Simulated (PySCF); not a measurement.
PySCF input for GeFBr, SMILES [Ge]([Br])[F] (connectivity only; charge and spin as stated), neutral, multiplicity 1, ADC(2)/aug-cc-pVDZ. Coordinates come from a PBE0-D3(BJ)/def2-TZVP optimisation.

```python
import numpy as np
from pyscf import gto, scf, dft, adc

mol = gto.M(
    atom='''
    Ge    0.43079057    0.97557191    0.00000000
    F    -1.19638073    1.61542331    0.00000000
    Br   -0.08622490   -1.30734603    0.00000000
    ''',
    basis='aug-cc-pVDZ',
    charge=0,
    spin=0,
    max_memory=1600,
    verbose=4,
)
mf = scf.RHF(mol)
mf.conv_tol = 1e-10
mf.max_cycle = 100
mf.kernel()
res = {}
for kind, nroots in (('ee', 6), ('ip', 6), ('ea', 2)):
    a = adc.ADC(mf).density_fit('aug-cc-pvdz-ri')
    a.method, a.method_type = 'adc(2)', kind
    e, v, p, x = a.kernel(nroots=nroots)
    res[kind] = (e * 27.211386245988, p)
for kind, (e, p) in res.items():
    print(kind, 'energies / eV', np.round(e, 3), 'strengths', np.round(p, 4))
```

Program output:

```
PySCF version 2.14.0

[INPUT] verbose = 4
[INPUT] num. atoms = 3
[INPUT] num. electrons = 76
[INPUT] charge = 0
[INPUT] spin (= nelec alpha-beta = 2S) = 0
[INPUT] symmetry False subgroup None
[INPUT] Mole.unit = angstrom
[INPUT] Symbol           X                Y                Z      unit          X                Y                Z       unit  Magmom
[INPUT]  1 Ge     0.430790570000   0.975571910000   0.000000000000 AA    0.814076194345   1.843563724719   0.000000000000 Bohr   0.0
[INPUT]  2 F     -1.196380730000   1.615423310000   0.000000000000 AA   -2.260831920407   3.052707631138   0.000000000000 Bohr   0.0
[INPUT]  3 Br    -0.086224900000  -1.307346030000   0.000000000000 AA   -0.162941446118  -2.470525946737   0.000000000000 Bohr   0.0

nuclear repulsion = 393.682143395925
number of shells = 26
number of NR pGTOs = 207
number of NR cGTOs = 95
basis = aug-cc-pVDZ
ecp = {}


******** <class 'pyscf.scf.hf.RHF'> ********
method = RHF
initial guess = minao
damping factor = 0
level_shift factor = 0
DIIS = <class 'pyscf.scf.diis.CDIIS'>
diis_start_cycle = 1
diis_space = 8
diis_damp = 0
SCF conv_tol = 1e-10
SCF conv_tol_grad = None
SCF max_cycles = 100
direct_scf = True
direct_scf_tol = 1e-13
Set gradient conv threshold to 1e-05
Initial guess from minao.
init E= -4745.47026007359
  HOMO = -0.294069470660241  LUMO = -0.037956211734639  gap/eV = 6.96920
cycle= 1 E= -4747.18654625935  delta_E= -1.72  |g|= 0.543  |ddm|= 1.62
  HOMO = -0.392083788038863  LUMO = -0.0457103026458929  gap/eV = 9.42530
cycle= 2 E= -4747.23388673447  delta_E= -0.0473  |g|= 0.393  |ddm|= 0.751
  HOMO = -0.396919961993667  LUMO = -0.0165334265413284  gap/eV = 10.35084
cycle= 3 E= -4747.26109355188  delta_E= -0.0272  |g|= 0.0369  |ddm|= 0.234
  HOMO = -0.39312607262278  LUMO = -0.00619734709586073  gap/eV = 10.52887
cycle= 4 E= -4747.26177220824  delta_E= -0.000679  |g|= 0.0155  |ddm|= 0.0781
  HOMO = -0.393176689601566  LUMO = -0.00668966910868285  gap/eV = 10.51685
cycle= 5 E= -4747.26191561699  delta_E= -0.000143  |g|= 0.00442  |ddm|= 0.0378
  HOMO = -0.393415650845991  LUMO = -0.0068453286385104  gap/eV = 10.51911
cycle= 6 E= -4747.26193624543  delta_E= -2.06e-05  |g|= 0.00126  |ddm|= 0.0177
  HOMO = -0.393297958812819  LUMO = -0.00681320827896847  gap/eV = 10.51679
cycle= 7 E= -4747.26193812892  delta_E= -1.88e-06  |g|= 0.00035  |ddm|= 0.00483
  HOMO = -0.393289066433267  LUMO = -0.00679750377246879  gap/eV = 10.51697
cycle= 8 E= -4747.261938253  delta_E= -1.24e-07  |g|= 7.37e-05  |ddm|= 0.00111
  HOMO = -0.393269270904327  LUMO = -0.00679080906995289  gap/eV = 10.51661
cycle= 9 E= -4747.26193825745  delta_E= -4.45e-09  |g|= 2.1e-05  |ddm|= 0.000171
  HOMO = -0.393270031270857  LUMO = -0.00679285614422565  gap/eV = 10.51658
cycle= 10 E= -4747.26193825795  delta_E= -4.99e-10  |g|= 6.57e-06  |ddm|= 5.05e-05
  HOMO = -0.393270145954866  LUMO = -0.00679317999300455  gap/eV = 10.51657
cycle= 11 E= -4747.26193825802  delta_E= -7e-11  |g|= 1.88e-06  |ddm|= 1.82e-05
  HOMO = -0.39327009714716  LUMO = -0.00679320080302936  gap/eV = 10.51657
Extra cycle  E= -4747.261938258  delta_E= 2.27e-11  |g|= 9.27e-07  |ddm|= 3.67e-06
converged SCF energy = -4747.261938258

******** <class 'pyscf.adc.radc.RADC'> ********
******** ADC Orbital Information ********
Number of Frozen Occupied Orbitals: 0
Number of Frozen Virtual Orbitals: 0
Number of Active Occupied Orbitals: 38
Number of Active Virtual Orbitals: 57
*****************************************
******** <class 'pyscf.df.df.DF'> ********
auxbasis = aug-cc-pvdz-ri
Reference correlation energy (doubles): -0.46706903
MP2 correlation energy of reference state (a.u.) = -0.46706903

******** <class 'pyscf.adc.radc_ee.RADCEE'> ********
max_space = 12
max_cycle = 50
conv_tol = 1e-08

*************************************************************
        ADC calculation summary (singlet states only)
*************************************************************
adc(2) root 0  |  Energy (Eh) =   0.1527410335  |  Energy (eV) =   4.15629522  |  Osc. strength = 0.03395460  |  conv = True
adc(2) root 1  |  Energy (Eh) =   0.1739778583  |  Energy (eV) =   4.73417866  |  Osc. strength = 0.00178958  |  conv = True
adc(2) root 2  |  Energy (Eh) =   0.1885252637  |  Energy (eV) =   5.13003372  |  Osc. strength = 0.05983998  |  conv = True
adc(2) root 3  |  Energy (Eh) =   0.2494306416  |  Energy (eV) =   6.78735347  |  Osc. strength = 0.20644781  |  conv = True
adc(2) root 4  |  Energy (Eh) =   0.2556383545  |  Energy (eV) =   6.95627395  |  Osc. strength = 0.28692520  |  conv = True
adc(2) root 5  |  Energy (Eh) =   0.2640158352  |  Energy (eV) =   7.18423681  |  Osc. strength = 0.01375319  |  conv = False

WARN: Davidson iterations for 1 root(s) did not converge!!!


******** <class 'pyscf.adc.radc.RADC'> ********
******** ADC Orbital Information ********
Number of Frozen Occupied Orbitals: 0
Number of Frozen Virtual Orbitals: 0
Number of Active Occupied Orbitals: 38
Number of Active Virtual Orbitals: 57
*****************************************
******** <class 'pyscf.df.df.DF'> ********
auxbasis = aug-cc-pvdz-ri
Reference correlation energy (doubles): -0.46706903
MP2 correlation energy of reference state (a.u.) = -0.46706903

******** <class 'pyscf.adc.radc_ip.RADCIP'> ********
max_space = 12
max_cycle = 50
conv_tol = 1e-08

*************************************************************
        ADC calculation summary (doublet states only)
*************************************************************
adc(2) root 0  |  Energy (Eh) =   0.3685562942  |  Energy (eV) =  10.02892759  |  Spec. factor = 1.82438125  |  conv = True
adc(2) root 1  |  Energy (Eh) =   0.3889899248  |  Energy (eV) =  10.58495500  |  Spec. factor = 1.79189991  |  conv = True
adc(2) root 2  |  Energy (Eh) =   0.3979340209  |  Energy (eV) =  10.82833625  |  Spec. factor = 1.79957181  |  conv = True
adc(2) root 3  |  Energy (Eh) =   0.4798192711  |  Energy (eV) =  13.05654741  |  Spec. factor = 1.71195918  |  conv = True
adc(2) root 4  |  Energy (Eh) =   0.4857302573  |  Energy (eV) =  13.21739353  |  Spec. factor = 1.69139320  |  conv = True
adc(2) root 5  |  Energy (Eh) =   0.4980446645  |  Energy (eV) =  13.55248562  |  Spec. factor = 1.72649831  |  conv = True

******** <class 'pyscf.adc.radc.RADC'> ********
******** ADC Orbital Information ********
Number of Frozen Occupied Orbitals: 0
Number of Frozen Virtual Orbitals: 0
Number of Active Occupied Orbitals: 38
Number of Active Virtual Orbitals: 57
*****************************************
******** <class 'pyscf.df.df.DF'> ********
auxbasis = aug-cc-pvdz-ri
Reference correlation energy (doubles): -0.46706903
MP2 correlation energy of reference state (a.u.) = -0.46706903

******** <class 'pyscf.adc.radc_ea.RADCEA'> ********
max_space = 12
max_cycle = 50
conv_tol = 1e-08

*************************************************************
        ADC calculation summary (doublet states only)
*************************************************************
adc(2) root 0  |  Energy (Eh) =  -0.0387386383  |  Energy (eV) =  -1.05413204  |  Spec. factor = 1.88161669  |  conv = True
adc(2) root 1  |  Energy (Eh) =   0.0273997482  |  Energy (eV) =   0.74558512  |  Spec. factor = 1.94182997  |  conv = True
ee energies / eV [4.156 4.734 5.13  6.787 6.956 7.184] strengths [0.034  0.0018 0.0598 0.2064 0.2869 0.0138]
ip energies / eV [10.029 10.585 10.828 13.057 13.217 13.552] strengths [1.8244 1.7919 1.7996 1.712  1.6914 1.7265]
ea energies / eV [-1.054  0.746] strengths [1.8816 1.9418]
```

The run did not converge; its last values are not results.
